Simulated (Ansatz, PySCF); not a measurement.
Lewis adduct: AlH3 (SMILES [AlH3]) (first 4 atoms) with C2H6O (SMILES COC); geometry from B3LYP-D3(BJ)/def2-TZVP, rigid monomers moved along the line of their centres of mass till Al1···O6 is 2.28 Å.
(charge 0, multiplicity 1):
```json
[
 {"atom": "Al", "x (Å)": "0.0753", "y (Å)": "-0.2123", "z (Å)": "0.6521"},
 {"atom": "H", "x (Å)": "-1.4449", "y (Å)": "-0.3797", "z (Å)": "0.1993"},
 {"atom": "H", "x (Å)": "0.7371", "y (Å)": "1.2098", "z (Å)": "0.3630"},
 {"atom": "H", "x (Å)": "1.0151", "y (Å)": "-1.5001", "z (Å)": "0.6271"},
 {"atom": "C", "x (Å)": "0.3791", "y (Å)": "-0.9624", "z (Å)": "3.8725"},
 {"atom": "O", "x (Å)": "-0.1981", "y (Å)": "-0.0698", "z (Å)": "2.9125"},
 {"atom": "C", "x (Å)": "-0.9995", "y (Å)": "0.9726", "z (Å)": "3.4806"},
 {"atom": "H", "x (Å)": "-0.4144", "y (Å)": "-1.4542", "z (Å)": "4.4384"},
 {"atom": "H", "x (Å)": "1.0300", "y (Å)": "-0.4030", "z (Å)": "4.5473"},
 {"atom": "H", "x (Å)": "0.9540", "y (Å)": "-1.6944", "z (Å)": "3.3141"},
 {"atom": "H", "x (Å)": "-1.8327", "y (Å)": "0.5350", "z (Å)": "4.0333"},
 {"atom": "H", "x (Å)": "-1.3757", "y (Å)": "1.5743", "z (Å)": "2.6582"},
 {"atom": "H", "x (Å)": "-0.3866", "y (Å)": "1.5876", "z (Å)": "4.1418"}
]
```

Counterpoise-corrected where a basis set is named; no monomer relaxation.

Frozen-core correlation.

The values were computed with Ansatz (a program for electronic structure); PySCF for the dispersion terms. Values without a source in brackets are computed.

### Question
Estimate the interaction energy that r2SCAN/def2-TZVPPD returns for this input.

### Answer
-101 kJ/mol
